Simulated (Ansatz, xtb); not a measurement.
**Redistribution: CH2Cl2 + CH3I → CH2ClI + CH3Cl**

Species: CH2Cl2 (dichloromethane) `ClCCl`, singlet; CH3I (methyl iodide) `CI`, singlet; CH2ClI (chloroiodomethane) `ClCI`, singlet; CH3Cl (chloromethane) `CCl`, singlet. The partners trade Cl for I; both sit on C, so the bond types are kept.

Shapes, held fixed at every level: PBE0-D4/def2-TZVP. Programs: Ansatz 0.2.0, xtb 6.7.1. The zero-point and thermal change to 298 K, harmonic and unscaled (PBE0-D4/def2-TZVP), is +0.4 kJ/mol.

| level | kind | ΔH(298 K) (kJ/mol) | less CCSD(T)/def2-TZVPP |
| --- | --- | --- | --- |
| GFN2-xTB | semi-empirical | +7.0 | -0.3 |
| PBE0-D4/def2-TZVPP | global hybrid | +6.9 | -0.4 |
| r2SCAN0-D4/def2-TZVPP | global hybrid | +7.8 | +0.5 |
| B2PLYP/def2-TZVPP | double hybrid | +6.9 | -0.4 |
| MP2/def2-SVP | perturbation theory | +8.9 | +1.6 |
| MP2/def2-TZVPP | perturbation theory | +6.2 | -1.1 |
| CCSD(T)/def2-SVP | coupled cluster or CI | +9.1 | +1.8 |
| CCSD/def2-SVP | coupled cluster or CI | +9.2 | +1.9 |
| CCSD(T)/def2-TZVPP | coupled cluster or CI | +7.3 | 0.0 |

The highest level, CCSD(T)/def2-TZVPP, gives ΔH(298 K) = +7.3 kJ/mol; the levels span +6.2 to +9.2. The column of differences is taken from that level and isn't an error. No measured value is set beside it here. For atoms past krypton def2 sets carry core potentials with scalar relativity. Correlated rows may include outer-core shells of I, which these sets cover unevenly.
